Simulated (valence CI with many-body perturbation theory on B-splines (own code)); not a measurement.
# Hf LX: calculated level list

Computed by relativistic CI+MBPT: three valence electrons over a frozen Dirac-Fock core [Ne], radial functions for each j: 11 s, 11 p, 10 d, 8 f, 5 g, 2 h, with the one-electron correlation potential Σ1 (screened to all orders), the two-electron term Σ2, the three-electron term Σ3, Breit, model QED; selected single and double excitations, second order for the rest, scaled by the run's own slope (own B-spline code, finite nucleus).

The last digits are not significant, and no measured levels were compared; by estimate large intervals hold to a few tenths of a per cent, small ones and those within an open d or f shell to about a per cent.

Levels 46 to 90 of 157, with energies above the lowest level, (3s^2 3p1/2) J=1/2. "Leading %" is the weight of the configuration and term that name the level; weights of strongly mixed levels are sums over their largest components and can fall short. In the jj column 3d3/2^4 stands for four electrons in 3d with j = 3/2. Lifetimes count E1, E2, E3, M1 and M2 decay at the calculated energies, and are blank where another channel may lead or the interval is too uncertain; long ones can be off by a factor of two.

```
No.  Configuration  Term    J  E (Ry)  Leading %  Lifetime      g                 Leading jj
 46         3p2 3d    2D  3/2   86.87         36    360 fs  1.094   3p1/2 3p3/2 3d3/2 (84 %)
 47         3p2 3d    2D  5/2   86.95         30    408 fs  1.141   3p1/2 3p3/2 3d3/2 (85 %)
 48         3p2 3d    4P  1/2   87.20         32    438 fs  1.686   3p1/2 3p3/2 3d3/2 (87 %)
 49         3s 3d2    4F  3/2   88.98         74    310 fs  0.547          3s 3d3/2^2 (84 %)
 50         3s 3d2    4F  5/2   89.90         48    280 fs  1.065          3s 3d3/2^2 (76 %)
 51         3p2 3d    4D  7/2   89.95         48    786 fs  1.296   3p1/2 3p3/2 3d5/2 (98 %)
 52         3p2 3d    2G  9/2   90.52         59   1.41 ps  1.174   3p1/2 3p3/2 3d5/2 (92 %)
 53         3p2 3d    2P  3/2   90.78         50    765 fs  1.334   3p1/2 3p3/2 3d5/2 (94 %)
 54         3p2 3d    2D  5/2   91.10         42    721 fs  1.123   3p1/2 3p3/2 3d5/2 (88 %)
 55         3s 3d2    4P  1/2   91.30         62    261 fs  2.287          3s 3d3/2^2 (83 %)
 56         3p2 3d    2F  7/2   91.96         50   1.08 ps  1.119   3p1/2 3p3/2 3d5/2 (80 %)
 57         3p2 3d    4P  5/2   92.13         39    632 fs  1.245   3p1/2 3p3/2 3d5/2 (92 %)
 58         3p2 3d    2P  1/2   92.87         45    975 fs  1.222   3p1/2 3p3/2 3d5/2 (86 %)
 59         3p2 3d    2D  3/2   93.11         60    631 fs  0.933   3p1/2 3p3/2 3d5/2 (92 %)
 60         3s 3d2    4F  7/2   94.13         83    478 fs  1.200      3s 3d3/2 3d5/2 (84 %)
 61         3s 3d2    4F  5/2   94.35         42    535 fs  1.193      3s 3d3/2 3d5/2 (94 %)
 62         3s 3d2    4P  3/2   94.76         85    560 fs  1.562      3s 3d3/2 3d5/2 (98 %)
 63         3s 3d2    2G  9/2   95.29         53    510 fs  1.196      3s 3d3/2 3d5/2 (87 %)
 64         3s 3d2    2F  5/2   95.87         50    392 fs  1.116      3s 3d3/2 3d5/2 (84 %)
 65         3s 3d2    2G  7/2   95.89         74    608 fs  0.949      3s 3d3/2 3d5/2 (95 %)
 66            3p3   2P°  3/2   95.92         51    219 fs  1.292             3p3/2^3 (97 %)
 67         3s 3d2    2D  3/2   96.20         37    410 fs  1.060      3s 3d3/2 3d5/2 (83 %)
 68         3s 3d2    2P  1/2   96.92         57    341 fs  1.190      3s 3d3/2 3d5/2 (79 %)
 69         3p 3d2   4G°  5/2   99.11         54   2.25 ps  0.732       3p1/2 3d3/2^2 (99 %)
 70         3s 3d2    4F  9/2   99.51         60   1.70 ps  1.233          3s 3d5/2^2 (94 %)
 71         3s 3d2    2D  5/2  100.51         52   1.46 ps  1.308          3s 3d5/2^2 (96 %)
 72         3s 3d2    2F  7/2  101.08         64   1.46 ps  1.100          3s 3d5/2^2 (90 %)
 73         3s 3d2    2P  3/2  101.54         53   1.19 ps  1.124          3s 3d5/2^2 (90 %)
 74         3p 3d2   2D°  3/2  102.11         40    350 fs  0.757       3p1/2 3d3/2^2 (98 %)
 75         3p 3d2   2P°  1/2  102.13         43    644 fs  0.646       3p1/2 3d3/2^2 (98 %)
 76         3s 3d2    2S  1/2  102.87         67   1.21 ps  1.836          3s 3d5/2^2 (94 %)
 77         3p 3d2   4G°  7/2  105.05         58   4.03 ps  1.006   3p1/2 3d3/2 3d5/2 (99 %)
 78         3p 3d2   2D°  5/2  105.32         25   2.76 ps  1.056   3p1/2 3d3/2 3d5/2 (99 %)
 79         3p 3d2   4D°  3/2  105.82         42   2.77 ps  1.154   3p1/2 3d3/2 3d5/2 (99 %)
 80         3p 3d2   4P°  1/2  106.02         49   2.86 ps  1.762  3p1/2 3d3/2 3d5/2 (100 %)
 81         3p 3d2   2H°  9/2  106.19         51   4.03 ps  1.017   3p1/2 3d3/2 3d5/2 (99 %)
 82         3p 3d2   4D°  5/2  107.74         28    493 fs  1.137   3p1/2 3d3/2 3d5/2 (99 %)
 83         3p 3d2   2F°  7/2  108.13         44    568 fs  1.116   3p1/2 3d3/2 3d5/2 (97 %)
 84         3p 3d2   2P°  3/2  108.50         31    451 fs  1.345   3p1/2 3d3/2 3d5/2 (98 %)
 85         3p2 3d    2D  3/2  109.55         35    230 fs  1.131       3p3/2^2 3d3/2 (98 %)
 86         3p2 3d    4D  5/2  110.08         26    238 fs  1.170       3p3/2^2 3d3/2 (94 %)
 87         3p2 3d    4P  1/2  110.26         44    225 fs  1.596       3p3/2^2 3d3/2 (96 %)
 88         3p2 3d    2F  7/2  110.40         47    249 fs  1.094       3p3/2^2 3d3/2 (98 %)
 89         3p2 3d    2D  3/2  111.74         68    243 fs  0.867       3p3/2^2 3d3/2 (96 %)
 90         3p 3d2   4D°  7/2  111.83         35   1.97 ps  1.209       3p1/2 3d5/2^2 (97 %)
```
